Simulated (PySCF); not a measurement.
Job file and geometry (Å, from GFN2-xTB) of a spin–spin coupling run on SMILES C#CC#CBCB(F)F, C$_{5}$H$_{4}$B$_{2}$F$_{2}$, PySCF 2.14.0, density-fitted response routines, B3LYP/pcJ-1 indirect spin-spin coupling, non-relativistic, gas phase; density fitting, a coarse starting grid and PySCF grid level 2 are the driver's defaults:

```
$ OMP_NUM_THREADS=1 python probes_run.py task.json out

{"job": {"kind": "j", "xc": "B3LYP", "basis": "pcJ-1"}, "charge": 0, "multiplicity": 1}
C     -4.338634     0.089118     0.158801
C     -3.163766    -0.081303    -0.056430
C     -1.844825    -0.274219    -0.296865
C     -0.658339    -0.446903    -0.515443
B      0.791958    -0.662848    -0.780966
C      1.841309    -0.476964     0.398658
B      2.354316     1.003779     0.347266
F      3.379179     1.389901    -0.390843
F      1.778766     1.992503     1.006349
H     -5.359577     0.238779     0.345425
H      1.156444    -0.950623    -1.856103
H      2.681671    -1.154091     0.257589
H      1.377110    -0.666641     1.364835
```

Question: What does the program print?

Answer: 
```
coarse grid: 12256 points
cycle   1  E = -442.1862750874  dE =  1.143e+00  |g| = 7.797e-01  |ddm| = 3.564e+00
cycle   2  E = -442.1015298750  dE =  8.475e-02  |g| = 1.091e+00  |ddm| = 1.120e+00
cycle   3  E = -442.2866154123  dE = -1.851e-01  |g| = 1.840e-01  |ddm| = 6.796e-01
cycle   4  E = -442.2923556375  dE = -5.740e-03  |g| = 1.109e-01  |ddm| = 1.996e-01
cycle   5  E = -442.2957359749  dE = -3.380e-03  |g| = 3.017e-02  |ddm| = 9.029e-02
cycle   6  E = -442.2959392844  dE = -2.033e-04  |g| = 4.770e-03  |ddm| = 2.095e-02
cycle   7  E = -442.2959438130  dE = -4.529e-06  |g| = 2.066e-03  |ddm| = 4.648e-03
final grid: 123152 points
cycle   8  E = -442.3668278394  dE = -1.985e-04  |g| = 7.716e-03  |ddm| = 2.440e-02
cycle   9  E = -442.3667999296  dE =  2.791e-05  |g| = 1.280e-02  |ddm| = 1.311e-02
cycle  10  E = -442.3668377089  dE = -3.778e-05  |g| = 3.573e-03  |ddm| = 9.669e-03
cycle  11  E = -442.3668407634  dE = -3.054e-06  |g| = 7.396e-04  |ddm| = 2.660e-03
cycle  12  E = -442.3668408851  dE = -1.217e-07  |g| = 2.536e-04  |ddm| = 6.355e-04
cycle  13  E = -442.3668409003  dE = -1.523e-08  |g| = 9.682e-05  |ddm| = 2.300e-04
cycle  14  E = -442.3668409029  dE = -2.599e-09  |g| = 2.113e-05  |ddm| = 8.312e-05
cycle  15  E = -442.3668409030  dE = -1.085e-10  |g| = 7.259e-06  |ddm| = 1.792e-05
converged SCF energy = -442.3668409030

Indirect spin-spin couplings (Hz)
  i      j    bonds     total        FC       PSO       DSO        SD
  0 C    4 B    4     -1.037    -0.822    -0.312    -0.067     0.164
  0 C    6 B    6      0.622     0.486     0.089    -0.024     0.071
  0 C    7 F    7      0.496     0.110     0.222    -0.108     0.270
  0 C    8 F    7      0.209     0.046     0.030    -0.049     0.182
  0 C    9 H    1    275.289   277.551    -2.621     0.358         -
  0 C   10 H    5      1.599     1.479     0.293    -0.173         -
  0 C   11 H    6      0.279     0.335     0.103    -0.159         -
  0 C   12 H    6      0.157     0.175     0.055    -0.074         -
  1 C    4 B    3      2.918     2.767     0.213    -0.069     0.006
  1 C    6 B    5     -0.833    -0.806     0.004    -0.008    -0.023
  1 C    7 F    6     -0.290    -0.187     0.085    -0.097    -0.091
  1 C    9 H    2     53.058    48.546     5.723    -1.211         -
  1 C   10 H    4     -2.464    -2.462     0.165    -0.166         -
  1 C   11 H    5     -0.482    -0.488     0.167    -0.162         -
  1 C   12 H    5     -0.231    -0.246     0.026    -0.010         -
  2 C    4 B    2     19.690    18.776     0.404    -0.139     0.648
  2 C    6 B    4      1.002     0.772     0.118    -0.003     0.116
  2 C    7 F    5      0.885     0.225     0.342    -0.139     0.457
  2 C    8 F    5      0.252     0.068    -0.124     0.005     0.303
  2 C    9 H    3      6.775     7.644    -0.349    -0.520         -
  2 C   10 H    3      4.098     3.641     0.752    -0.295         -
  2 C   11 H    4      0.848     0.932     0.177    -0.261         -
  2 C   12 H    4      0.528     0.559    -0.030    -0.002         -
  3 C    4 B    1     98.826   100.626    -2.253     0.223     0.229
  3 C    6 B    3     -0.686    -0.633    -0.069     0.059    -0.042
  3 C    7 F    4     -0.253     0.025     0.030    -0.096    -0.212
  3 C    8 F    4     -0.407    -0.232    -0.067     0.074    -0.182
  3 C    9 H    4      0.507    -1.764     2.626    -0.355         -
  3 C   10 H    2      6.555     6.897    -0.259    -0.084         -
  3 C   11 H    3      6.443     6.399     0.290    -0.245         -
  3 C   12 H    3      5.826     5.776    -0.150     0.201         -
  4 B    5 C    1     40.696    43.126    -2.770     0.219     0.122
  4 B    6 B    2     -0.870    -1.474     0.253     0.147     0.204
  4 B    7 F    3      2.623     0.516     1.110    -0.049     1.047
  4 B    8 F    3      3.177     0.609     1.444    -0.073     1.197
  4 B    9 H    5      0.687     0.820     0.109    -0.238    -0.005
  4 B   10 H    1    144.598   144.853    -1.578     0.706     0.618
  4 B   11 H    2     -8.307    -7.798    -0.403    -0.165     0.059
  4 B   12 H    2     -7.473    -6.957    -0.365    -0.183     0.032
  5 C    6 B    1     70.341    71.761    -1.929     0.368     0.142
  5 C    7 F    2     22.337    29.950    -7.949    -0.095     0.431
  5 C    8 F    2     22.288    29.808    -7.841    -0.087     0.408
  5 C    9 H    6     -0.904    -0.799     0.014    -0.119         -
  5 C   10 H    2      3.784     4.186    -0.304    -0.099         -
  5 C   11 H    1    130.244   127.881     1.587     0.776         -
  5 C   12 H    1    131.787   129.508     1.482     0.797         -
  6 B    7 F    1   -134.419   -83.141   -52.614     0.958     0.377
  6 B    8 F    1   -133.874   -82.507   -52.725     0.967     0.392
  6 B    9 H    7     -0.452    -0.458     0.114    -0.110     0.002
  6 B   10 H    3     -0.340    -0.427    -0.005     0.100    -0.008
  6 B   11 H    2    -10.603   -10.459    -0.389     0.169     0.076
  6 B   12 H    2    -10.434   -10.278    -0.408     0.184     0.068
  7 F    8 F    2   -203.428    60.053  -267.394    -0.964     4.877
  7 F   10 H    4      0.381     0.093     0.176     0.002     0.111
  7 F   11 H    3      1.495     3.492    -1.631    -0.054    -0.313
  7 F   12 H    3     16.088    17.432     0.414    -1.675    -0.084
  8 F   10 H    4      0.747     0.223     1.259    -0.823     0.088
  8 F   11 H    3     15.002    16.354     0.386    -1.678    -0.060
  8 F   12 H    3      1.551     3.628    -1.760     0.023    -0.340
  9 H   10 H    6     -1.341    -1.305     0.602    -0.637         -
  9 H   11 H    7     -0.382    -0.311     0.510    -0.581         -
  9 H   12 H    7     -0.220    -0.164     0.302    -0.358         -
 10 H   11 H    3      6.881     6.955    -0.037    -0.037         -
 10 H   12 H    3      8.647     8.805     1.785    -1.943         -
 11 H   12 H    2     -5.594    -5.879     2.674    -2.389         -
```

Size and cost of the density-fitted run: 283 basis functions, 2.3 min wall time on 1 thread of an Arm Neoverse N1, shared host; peak memory 1.1 GiB.
